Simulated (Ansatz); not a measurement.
Two structures of BSiH6ClO, singlet, reached by relaxing down either side of one saddle point (PBE0-D4/def2-TZVP). Energies are electronic, without zero-point energy. Ansatz 0.2.0; basis: def2-TZVPP and def2-QZVPP; cores frozen in the correlated methods. Extrapolation: Hartree–Fock as exp(−7.88 √X), correlation as X^−2.97. First:

```
10
angstrom
B -1.3669 0.1254 -0.3012
Cl -1.7134 -1.5671 -0.9306
H -2.2859 0.5972 0.3020
H -0.8344 0.8289 -1.1282
H -0.3103 -0.9081 1.2669
O -0.1716 -0.0868 0.7788
Si 1.3759 0.1994 0.1028
H 2.3151 -0.3488 1.1101
H 1.4985 -0.5033 -1.1875
H 1.4930 1.6633 -0.0133
```

Second:

```
atom    x (Å)    y (Å)    z (Å)
  B1  -1.2076   0.7181  -0.7352
 Cl2  -1.3049  -2.3544   1.8133
  H3  -2.3484   0.3895  -0.5880
  H4  -0.8811   1.6224  -1.4546
  H5  -0.9632  -1.3768   1.0378
  O6  -0.2618   0.0296  -0.0542
 Si7   1.4020   0.2116  -0.0173
  H8   1.9960  -1.0644  -0.4737
  H9   1.7844   1.3303  -0.9122
 H10   1.7844   0.4941   1.3840
```

(1) Which bonds change from the first to the second?

(2) Give the saddle point's structure and its height above each. (Judge from chemistry; the value comes from the calculation.)

T1 diagnostic: at most 0.012.

Answers

(1) SiH₄O ([OH][SiH3]) + BH₂Cl ([BH2][Cl]) → BSiH₅O ([BH2][O][SiH3]) + HCl; bonds formed: Cl2–H5; dative contacts that become bonds: B1–O6; bonds broken: B1–Cl2, H5–O6.

(2) Computed: 19.48 kcal/mol above the first and 21.51 kcal/mol above the second (CCSD(T) at an estimated basis limit (MP2 extrapolated from triple and quadruple zeta, plus CCSD(T) − MP2 in triple zeta)).
```xyz
10
angstrom
B -1.2883 0.3210 -0.2368
Cl -1.8131 -1.7934 -0.3040
H -2.2105 0.7983 0.3465
H -1.0309 0.6141 -1.3682
H -0.6775 -1.2406 0.4466
O -0.1324 -0.0534 0.6127
Si 1.4585 0.2719 0.2022
H 2.2913 -0.2940 1.2864
H 1.7809 -0.3649 -1.0977
H 1.6220 1.7409 0.1123
```

The step is the kind of ligand exchange by which a precursor binds to a hydroxyl group, or is hydrolysed, in atomic layer deposition of oxides.

Labels in which every atom is bracketed show which atoms are joined, not bond orders.

For scale, one of the runs: CCSD(T)/def2-TZVPP, 230 basis functions, launched by `ansatz run in.yaml --threads 4 --pin off --events-out ev --progress --plain --max-ram 9574MiB`. Hardware: 4 CPU threads of an Intel Xeon, shared host. Wall time 100 s; peak host memory 3.8 GiB.
